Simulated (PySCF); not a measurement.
SnH4, SMILES [SnH4].

The structure is a stationary point at PBE0-D3(BJ)/def2-TZVPD. The isomer is the one that the SMILES or the coordinates give; other isomers of the formula were not compared. The def2 effective core potentials stand for the cores of Sn; spin–orbit coupling is left out.

Level of theory: C-PCM-ωB97X/def2-TZVPD (PySCF 2.14.0).

The values are the electrostatic part of the solvation free energy, E(continuum) − E(gas) at the gas-phase geometry, in a cavity of scaled van der Waals radii (PySCF's table); cavitation and dispersion terms are not included. A continuum can't describe solvent molecules that bind to the metal. In vacuum the orbital gap is 13.10 eV. The dipole moment in vacuum is 0.00 D.

Computed values in water (ε = 78.36), dimethylsulfoxide (ε = 46.83), methanol (ε = 32.61):
| solvent | ε | ΔG(elec) (kcal/mol) | dipole (D) | gap (eV) |
|---|---|---|---|---|
| water | 78.36 | -0.3 | 0.00 | 13.09 |
| dimethylsulfoxide | 46.83 | -0.3 | 0.00 | 13.09 |
| methanol | 32.61 | -0.3 | 0.00 | 13.09 |
